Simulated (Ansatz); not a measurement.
The same atomization along the group F, Cl, Br, I.

Isolated molecules relaxed with PBE0-D4/def2-TZVP in Ansatz; ΔE leaves out vibrations. CCSD(T)/CBS adds triple-zeta CCSD(T) − MP2 to the extrapolated MP2 energy (def2 sets, frozen cores). This one scheme is used for every species, atoms too. DFT in def2-TZVPP. No spin–orbit coupling; open shells (•) take unrestricted orbitals. Spin–orbit coupling would lower the free atoms: a little for C, Cl, F; clearly for Br; strongly for I. Elements past krypton have def2 core potentials. For Br, I outer-core shells are correlated without core-valence functions, so the limit isn't a true one: a few kJ/mol of doubt a bond, and 10 to 20 or more in all where bonds break to atoms. Scalar relativity is left out up to krypton.

```csv
reaction,r2SCAN-D4 (kcal/mol),PBE-D4 (kcal/mol)
`Fc1ccccc1` → 6 C• + F• + 5 H•,1391.2,1435.3
`Clc1ccccc1` → 6 C• + Cl• + 5 H•,1361.3,1403.5
`Brc1ccccc1` → 6 C• + Br• + 5 H•,1349.1,1390.7
`Ic1ccccc1` → 6 C• + I• + 5 H•,1335.5,1378.2
```

(1) Give the CCSD(T)/CBS values in the same order. (An estimate is asked.)

Largest T1 diagnostic: 0.011, for `Fc1ccccc1`.

Answers

(1) Ansatz gave: 1373.2, 1343.5, 1332.8, 1321.7 kcal/mol.

For atomizations the MP2-based limit and the directly extrapolated one differ by several kJ/mol either way, and by 10 to 25 for some Ge, Se and Sn compounds, so smaller differences from it don't rank the levels.
